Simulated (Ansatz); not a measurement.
Input for Ansatz (a program for electronic structure):
Ansatz 0.2 input:
```yaml
crystal:
  periodic: [false, false, false]
  atoms:
    - {symbol: F, position_ang: [0.00000000, 0.00000000, 0.00000000]}
basis:
  gaussian:
    orbitals: 3-21G.json
hamiltonian:
  xc: pbe
magnetization: {spin_polarized: true, initial_magnetization: 1}
```
The basis file holds 3-21G in the JSON format of the Basis Set Exchange.

What is the computed number of basis functions (PBE/3-21G in Ansatz)?

9

Give the total energy at the level PBE/3-21G.

-99.0770 Eh

What is the computed <S^2> (PBE/3-21G)?

0.750
